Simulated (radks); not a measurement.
Question: The mean radii <r> (bohr) of the occupied orbitals of an atom or ion are listed with their occupations. Method: Dirac Kohn-Sham, BLYP, spin-unpolarised, spherical densities, finite nucleus; Fermi nuclear charge, rms radius of each element as measured or else 0.836 A^(1/3) + 0.57 fm; computed with a radial shooting solver on a logarithmic mesh with Libxc functionals.

| orbital | occ. | <r> |
|---|---|---|
| 1s1/2 | 2 | 0.01687 |
| 2s1/2 | 2 | 0.07047 |
| 2p1/2 | 2 | 0.05798 |
| 2p3/2 | 4 | 0.06653 |
| 3s1/2 | 2 | 0.1833 |
| 3p1/2 | 2 | 0.1736 |
| 3p3/2 | 4 | 0.1893 |
| 3d3/2 | 4 | 0.1648 |
| 3d5/2 | 6 | 0.1696 |
| 4s1/2 | 2 | 0.4070 |
| 4p1/2 | 2 | 0.4094 |
| 4p3/2 | 4 | 0.4434 |
| 4d3/2 | 4 | 0.4519 |
| 4d5/2 | 6 | 0.4631 |
| 5s1/2 | 2 | 0.9247 |
| 4f5/2 | 6 | 0.4950 |
| 4f7/2 | 8 | 0.5020 |
| 5p1/2 | 2 | 0.9971 |
| 5p3/2 | 4 | 1.092 |
| 5d3/2 | 4 | 1.432 |
| 5d5/2 | 4 | 1.482 |
| 6p1/2 | 1 | 2.820 |

Name the element and its charge. Open shells, if any, fill j = l - 1/2 first.

Answer: Z = 79, gold, charge +2: Au2+ in [Xe] 4f14 5d8 6p1. The 1s radius gives Z: for a bare nucleus <r> = (2 gamma + 1)/(2Z) with gamma = sqrt(1 - (Z/c)^2), 0.01667 bohr for Z = 79, and screening makes it slightly larger (0.01687 here). The occupations add up to 77, and the charge is Z minus that.
